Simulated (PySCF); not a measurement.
Several orderings of computed values.

All species are isolated and taken at one optimised geometry (atoms past krypton carry core potentials, spin–orbit coupling is left out); the electronic structure was computed with PySCF and density fitting.

Dipoles, sizes and rotational constants follow the conformer. The torsions of the flexible species, by atom-mapped SMILES:
- `[CH2:1]=[CH:2][CH2:3][C:4]([C:5]#[N:6])([C:7]#[N:8])[C:9]#[N:10]`: C1–C2–C3–C4 111°, C2–C3–C4–C5 -62°
- `[SiH3:1][C:2]#[C:3][SiH2:4][CH2:5][SiH3:6]`: C3–Si4–C5–Si6 58°
- `[CH3:1][C:2]#[C:3][SiH2:4][SiH2:5][SiH3:6]`: C3–Si4–Si5–Si6 53°
- `[CH3:1][CH2:2][CH2:3][C@@H:4]([CH3:5])[F:6]`: C1–C2–C3–C4 179°, C2–C3–C4–C5 179°
- `[CH3:1][CH2:2][CH:3]([F:4])[CH2:5][CH3:6]`: C1–C2–C3–F4 -59°, C2–C3–C5–C6 -179°
- `[CH3:1][Si:2]([Cl:3])([Cl:4])[Si:5]([Cl:6])([Cl:7])[Cl:8]`: C1–Si2–Si5–Cl6 -60°
- `[CH3:1][CH2:2][C:3]([CH3:4])([CH3:5])[F:6]`: C1–C2–C3–C4 57°

The conformers of `C/N=C/[SiH]1N[SiH2]N[SiH2]N1` aren't listed.

Question: Rank by HOMO energy, highest first (wB97X-D/def2-SVPD at PBE0-D3(BJ)/def2-SVP geometries).
A. `CC#C[SiH2][SiH2][SiH3]`
B. `[NH]([SnH]([NH]C)[NH]C)C`
C. `C(#N)C(CC=C)(C#N)C#N`
D. `C/N=C/[SiH]1N[SiH2]N[SiH2]N1`
E. `[SiH3]C#C[SiH2]C[SiH3]`

Answer: B (-8.23 eV), D (-8.99 eV), A (-9.15 eV), E (-9.92 eV), C (-10.58 eV).

By how much do the two ends of that ranking differ?

By 2.35 eV, between `[H][Sn]([NH]C)([NH]C)[NH]C` and `C=CCC(C#N)(C#N)C#N`.

Question: Rank by lowest singlet excitation, lowest first (TDDFT wB97X-D/def2-SVPD at PBE0-D3(BJ)/def2-SVP geometries).
A. `C=CCC(C#N)(C#N)C#N`
B. `CC#C[SiH2][SiH2][SiH3]`
C. `[SiH3]C#C[SiH2]C[SiH3]`
D. `C/N=C/[SiH]1N[SiH2]N[SiH2]N1`

Answer: D (4.49 eV), C (5.51 eV), B (5.78 eV), A (7.12 eV).

Question: Rank by HOMO–LUMO gap, lowest first (wB97X-D/def2-SVPD at PBE0-D3(BJ)/def2-SVP geometries).
A. `ClB(Cl)Br`
B. `CC#C[SiH2][SiH2][SiH3]`
C. `C/N=C/[SiH]1N[SiH2]N[SiH2]N1`
D. `C=CCC(C#N)(C#N)C#N`

Answer: C (9.84 eV), A (10.42 eV), B (10.61 eV), D (11.01 eV).

Question: Rank by lowest triplet excitation (Tamm–Dancoff), highest first (TDA wB97X-D/def2-SVPD at PBE0-D3(BJ)/def2-SVP geometries).
A. `C/N=C/[SiH]1N[SiH2]N[SiH2]N1`
B. `ClB(Cl)Br`
C. `CC#C[SiH2][SiH2][SiH3]`
D. `C[NH][SnH]([NH]C)[NH]C`
E. `[SiH3]C#C[SiH2]C[SiH3]`

Answer: B (5.28 eV), D (5.04 eV), C (4.90 eV), E (4.60 eV), A (3.73 eV).

Question: Rank by smallest rotational constant, lowest first (PBE0-D3(BJ)/def2-TZVP).
A. `C[Si](Cl)(Cl)[Si](Cl)(Cl)Cl`
B. `CCC(C)(C)F`
C. `CCC(F)CC`
D. `CCC[C@@H](C)F`

Answer: A (0.454 GHz), D (1.518 GHz), C (1.674 GHz), B (2.565 GHz).

Question: Rank by electronic spatial extent ⟨r²⟩ about the centre of nuclear charge, highest first (wB97X-D/def2-SVPD at PBE0-D3(BJ)/def2-SVP geometries).
A. `ClB(Cl)Br`
B. `[SiH3]C#C[SiH2]C[SiH3]`
C. `C=CCC(C#N)(C#N)C#N`
D. `[SiH2]([SiH3])[SiH2]C#CC`

Answer: B (1918 bohr²), D (1662 bohr²), C (1381 bohr²), A (863 bohr²).
